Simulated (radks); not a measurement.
The numbers below are computed, except where a source is named.
How relativity changes the ionisation of neutral chromium ([Ar] 3d5 4s1) to Cr+ ([Ar] 3d5). Spin-unpolarised spherical Kohn-Sham, PBE, point nucleus unless stated (finite: rms radius 3.6452 fm), a radial shooting solver on a logarithmic mesh with Libxc functionals. A level marked "c x" has the speed of light scaled by that factor and shares open shells by 2j + 1; other Dirac levels either fill j = l - 1/2 first or share by 2j + 1.

level                               E(Cr) (hartree)  E(Cr+) (hartree)  IE (eV)   HOMO  <r> HOMO (bohr)
non-rel.                                -1044.03069       -1043.78158    6.779     3d            1.504
scalar-rel.                             -1050.52796       -1050.27435    6.901     3d            1.517
scalar-rel., finite nucleus             -1050.52521       -1050.27160    6.901     3d            1.517
Dirac, 2j+1 shares                      -1050.54318       -1050.28956    6.901  3d5/2            1.521
Dirac, low j first                      -1050.54885       -1050.29544    6.896  3d5/2            1.525
Dirac, 2j+1 shares, finite nucleus      -1050.54043       -1050.28681    6.901  3d5/2            1.521
Dirac, c x 0.75                         -1055.74787       -1055.49059    7.001  3d5/2            1.535
Dirac, c x 1.25                         -1048.17596       -1047.92400    6.856  3d5/2            1.515
Dirac, c x 2                            -1045.64046       -1045.39025    6.809  3d5/2            1.508

NIST Atomic Spectra Database: 6.767 eV (measured). The relativistic part of the total energy of Cr is -6.51 hartree (Dirac, 2j+1 shares, finite nucleus), 0.62 % of the non-relativistic value. Spin polarisation and multiplet splitting of open shells are left out at every level.

Beside tabulated values, note that spin-unpolarised runs miss the spin-polarisation part of the exchange energy of open shells.
